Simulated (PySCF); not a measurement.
H₄PSi, SMILES [SiH2]P, multiplicity 2.

Geometry optimised at PBE0-D3(BJ)/def2-TZVP. The isomer is the one that the SMILES or the coordinates give; other isomers of the formula were not compared.

Computed with PBE0-D3(BJ)/def2-TZVP (PySCF).

Frequencies are harmonic and unscaled.

```
mode  ν (cm⁻¹)  IR (km/mol)  moving atoms (share of kinetic energy)
----  --------  -----------  --------------------------------------
1          175          0.2                                  H 98 %
2          451          4.3                 P 47 %, Si 37 %, H 15 %
3          474         13.5                                  H 99 %
4          509          9.4                         H 85 %, Si 14 %
5          726         10.6                          H 86 %, Si 9 %
6          782          0.4                                  H 92 %
7          906        102.7                                  H 95 %
8         1078         14.9                                  H 97 %
9         2178         79.1                                  H 98 %
10        2205         98.2                                  H 96 %
11        2408         19.8                                  H 97 %
12        2422         30.5                                  H 97 %
```
